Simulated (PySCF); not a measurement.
Radial density of Fe (iron, neutral)

BHandHLYP, [Ar] 3d6 4s1 4p1, one real determinant (an excited configuration). All numbers are calculated (PySCF 2.14, the non-relativistic Hamiltonian (point nucleus), in def2-QZVPPD (11s6p5d4f2g, 100 functions)).

```json
{"r (bohr)": "0.00104", "4πr²ρ (e/bohr)": "0.1528", "4πr²(ρα − ρβ)": "0.0001"}
{"r (bohr)": "0.00175", "4πr²ρ (e/bohr)": "0.4165", "4πr²(ρα − ρβ)": "0.0001"}
{"r (bohr)": "0.00294", "4πr²ρ (e/bohr)": "1.108", "4πr²(ρα − ρβ)": "0.0004"}
{"r (bohr)": "0.00494", "4πr²ρ (e/bohr)": "2.824", "4πr²(ρα − ρβ)": "0.0009"}
{"r (bohr)": "0.00831", "4πr²ρ (e/bohr)": "6.707", "4πr²(ρα − ρβ)": "0.0022"}
{"r (bohr)": "0.0140", "4πr²ρ (e/bohr)": "14.15", "4πr²(ρα − ρβ)": "0.0046"}
{"r (bohr)": "0.0235", "4πr²ρ (e/bohr)": "24.54", "4πr²(ρα − ρβ)": "0.0077"}
{"r (bohr)": "0.0395", "4πr²ρ (e/bohr)": "31.10", "4πr²(ρα − ρβ)": "0.0092"}
{"r (bohr)": "0.0665", "4πr²ρ (e/bohr)": "26.76", "4πr²(ρα − ρβ)": "0.0128"}
{"r (bohr)": "0.112", "4πr²ρ (e/bohr)": "25.91", "4πr²(ρα − ρβ)": "0.0616"}
{"r (bohr)": "0.188", "4πr²ρ (e/bohr)": "34.79", "4πr²(ρα − ρβ)": "0.3045"}
{"r (bohr)": "0.316", "4πr²ρ (e/bohr)": "20.09", "4πr²(ρα − ρβ)": "1.2872"}
{"r (bohr)": "0.532", "4πr²ρ (e/bohr)": "14.31", "4πr²(ρα − ρβ)": "3.3379"}
{"r (bohr)": "0.895", "4πr²ρ (e/bohr)": "14.15", "4πr²(ρα − ρβ)": "3.3795"}
{"r (bohr)": "1.51", "4πr²ρ (e/bohr)": "3.724", "4πr²(ρα − ρβ)": "1.5316"}
{"r (bohr)": "2.53", "4πr²ρ (e/bohr)": "1.028", "4πr²(ρα − ρβ)": "0.8534"}
{"r (bohr)": "4.26", "4πr²ρ (e/bohr)": "0.3616", "4πr²(ρα − ρβ)": "0.3529"}
{"r (bohr)": "7.17", "4πr²ρ (e/bohr)": "0.03963", "4πr²(ρα − ρβ)": "0.0396"}
{"r (bohr)": "12.1", "4πr²ρ (e/bohr)": "0.0004703", "4πr²(ρα − ρβ)": "0.0005"}
```

⟨L²⟩ = 8.03 against 12 for a pure F term, so this real determinant mixes terms.
